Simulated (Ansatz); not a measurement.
Born–Oppenheimer molecular dynamics of a periodic cell of 17 atoms, Si16O (host Si, host structure diamond, interstitial O). It goes on from the last frame of an earlier run, with new velocities.

Method: DFT LDA, scalar-relativistic, plane waves, PAW (Ansatz). Settings: PAW set soft_1, cutoff 420 eV, k mesh 2x2x2, fermi-dirac smearing 0.05 eV, spin collinear.

| Quantity | Value |
| --- | --- |
| ensemble | NVE (velocity Verlet) |
| time step | 1 fs |
| steps asked | 270 |
| starting velocities drawn for | 1260 K |
| seed | 877116 |

First frame:

```xyz
17
Lattice="0.0000 5.4300 5.4300 5.4300 0.0000 5.4300 5.4300 5.4300 0.0000" Properties=species:S:1:pos:R:3
Si 0.015 0.006 0.026
Si 1.243 1.319 1.500
Si 2.750 2.370 0.036
Si 3.898 4.053 1.275
Si 2.629 -0.115 2.633
Si 3.939 1.270 4.062
Si 5.162 2.682 2.477
Si 6.650 4.036 3.702
Si -0.025 2.607 2.808
Si 1.398 4.134 4.069
Si 2.679 5.486 2.784
Si 4.175 6.433 4.343
Si 2.648 2.712 5.470
Si 4.022 3.909 6.961
Si 5.696 5.087 5.524
Si 6.826 6.777 6.878
O 7.224 8.051 9.597
```

Q: What does the run give?

A: The run went to its last step.

| Quantity | Value |
| --- | --- |
| steps done | 270 |
| time covered | 270 fs |
| mean temperature over the second half | 875 K |
| spread of the potential energy over the second half | 12.1 meV per atom |
| mean potential energy of the second half above the start | 46.8 meV per atom |

The conserved energy stayed within 0.083 meV per atom of its start (net change -0.0027 meV per atom), so the integration is sound. A run of 0.27 ps of so small a system gives no equilibrium averages. Limits of this set-up: coarse k mesh, PAW files made for another functional, a small cell, in which the defect meets its images.

Q: What happens to the structure?

A: Mean squared displacements from the first frame to the last, about the centre of mass: Si 0.08 Å², O 0.03 Å². This is one draw of velocities; another would differ in detail.

Q: How do temperature and energy run in time?

A: 
```csv
time (fs),T (K),potential energy less start (eV),conserved less start (meV/atom)
0,1260,0.000,0.00
13,1161,0.204,-0.01
26,893,0.759,0.04
39,794,0.965,0.02
52,600,1.365,0.03
65,593,1.379,0.01
78,560,1.449,0.05
91,812,0.926,0.03
104,1108,0.315,-0.01
117,1090,0.351,0.00
130,827,0.896,0.06
143,960,0.621,-0.02
156,1012,0.512,-0.03
169,797,0.958,0.00
182,669,1.224,0.06
195,898,0.749,0.01
208,917,0.710,-0.02
221,921,0.700,-0.07
234,1052,0.431,-0.03
247,827,0.897,0.04
260,858,0.831,0.02
```

The run took 27 min on 1 thread of Intel(R) Xeon(R) 6975P-C (Granite Rapids), with other jobs on the host, peak memory 0.64 GiB.
